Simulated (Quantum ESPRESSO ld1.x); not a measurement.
Task: K7+, configuration [Ne] 3s2. Method: Dirac Kohn-Sham, LDA (Slater exchange, Perdew-Zunger correlation), spin-unpolarised, spherical densities, point nucleus; computed with ld1.x of Quantum ESPRESSO 7.5. Some entries of the table are withheld. Estimate them.

orbital,occ.,eigenvalue (hartree),<r> (bohr)
1s1/2,2,(1),0.08121
2s1/2,2,-17.9451,0.3855
2p1/2,2,(2),(3)
2p3/2,4,(4),(5)
3s1/2,2,-5.36255,(6)

Result: 
(1) 1s1/2 eigenvalue (hartree): -134.359
(2) 2p1/2 eigenvalue (hartree): -15.4045
(3) 2p1/2 <r> (bohr): 0.3451
(4) 2p3/2 eigenvalue (hartree): -15.2960
(5) 2p3/2 <r> (bohr): 0.3475
(6) 3s1/2 <r> (bohr): 1.083
